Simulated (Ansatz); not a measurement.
Spectroscopic constants of TiF, multiplicity 4 (the spin of the measured ground state). No spin–orbit coupling. Ti is treated without relativity.

```
level                 bond energy D_e (eV)
--------------------  --------------------
SVWN5/def2-TZVPP                     7.400
PBE/def2-TZVPP                       6.501
r2SCAN/def2-TZVPP                    6.189
B97M-V/def2-TZVPP                    6.080
B3LYP/def2-TZVPP                     6.037
PBE0/def2-TZVPP                      6.114
BHLYP/def2-TZVPP                     5.376
CAM-B3LYP/def2-TZVPP                 6.085
wB97X-V/def2-TZVPP                   6.067
wB97M-V/def2-TZVPP                   5.866
```

The rows run from 5.376 (BHLYP/def2-TZVPP) to 7.400 eV (SVWN5/def2-TZVPP). The 10 functionals in def2-TZVPP without D3 or D4 span 2.024, from BHLYP to SVWN5.

D_e counts from the fitted minimum to each atom's lowest state at the same level, without counterpoise. The lowest state of Ti differs between levels (2S+1 = 3, 5).

Codes used: Ansatz (Gaussian orbitals).

Ansatz is an electronic-structure program.
